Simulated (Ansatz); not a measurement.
Program: Ansatz. Geometries: PBE0-D4/def2-TZVP. ΔE: electronic, gas phase. CCSD(T)/CBS adds triple-zeta CCSD(T) − MP2 to the extrapolated MP2 energy (def2 sets, frozen cores). This one scheme is used for every species. Functionals use def2-TZVPP. B3LYP here is the variant with VWN-RPA as its local correlation; programs differ in this. Each species was taken in one conformer, which may not be the lowest.

Reaction (ligand exchange at the Al–Cl bond): `[F][Al]([Cl])[O][SiH3]` + CH₃OH → `C[O][Al]([F])[O][SiH3]` + HCl

```tsv
level	ΔE (kcal/mol)
PBE-D4	7.2
B3LYP-D4	5.8
r2SCAN	7.2
B3LYP	6.3
MP2/def2-TZVPP	6.2
CCSD(T)/def2-TZVPP	5.9
SCS-MP2/def2-QZVPP	6.3
HF/CBS(def2)	7.4
```

(1) What does CCSD(T)/CBS give? (An estimate is asked.)

Largest T1 diagnostic among the species: 0.012.

Answers

(1) The calculation gave: +6.8 kcal/mol. The listed levels differ from it by 0.4, -1.0, 0.4, -0.5, -0.6, -0.9, -0.5, 0.6 kcal/mol.

In def2-TZVPP, CCSD(T) changes the Hartree–Fock value by −1.8 kcal/mol (the triples alone add −0.0 kcal/mol) and MP2 by −1.4 kcal/mol.

CCSD(T)/CBS has its own doubt, a few kJ/mol and more with outer-core shells, so smaller differences from it don't rank the levels.
